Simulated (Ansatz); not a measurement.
One change: `N=C(O)BN` becomes `N=C(O)[CH2][SnH3]`.

Ansatz, PBE0-D4/def2-TZVP geometries, multiplicity 1. Each molecule was computed in one conformer, which needn't be the lowest.

Elements past krypton have def2 core potentials.

| property | `N=C(O)BN` |
| --- | --- |
| HOMO energy (PBE0/def2-TZVPP) / eV | -7.71 |
| HOMO energy (PBE/def2-TZVPP) / eV | -6.16 |
| LUMO energy (PBE0/def2-TZVPP) / eV | -0.97 |
| size of the dipole moment (ωB97M-V/def2-TZVPP) / D | 2.59 |
| zero-point energy (PBE0-D4/def2-TZVP) / kJ/mol | 204.3 |
| LUMO energy (ωB97M-V/def2-TZVPP) / eV | 1.14 |

(1) What does the change do to each property? (An estimate is asked.)

Results:

(1) Ansatz gave: 
```csv
property,`N=C(O)[CH2][SnH3]`,shift
HOMO energy (PBE0/def2-TZVPP) / eV,-7.64,0.07
HOMO energy (PBE/def2-TZVPP) / eV,-6.31,-0.15
LUMO energy (PBE0/def2-TZVPP) / eV,-0.18,0.79
size of the dipole moment (ωB97M-V/def2-TZVPP) / D,1.56,-1.03
zero-point energy (PBE0-D4/def2-TZVP) / kJ/mol,222.7,18.4
LUMO energy (ωB97M-V/def2-TZVPP) / eV,1.28,0.14
```

With PBE0 the HOMO rises by 0.07 eV and the LUMO rises by 0.79 eV, so the gap widens by about 0.72 eV. PBE moves the HOMO by -0.15 eV and ωB97M-V by 0.26 eV. The zero-point energy changes by 18.4 kJ/mol with +6 modes. Dipoles are sizes alone; their direction can turn.
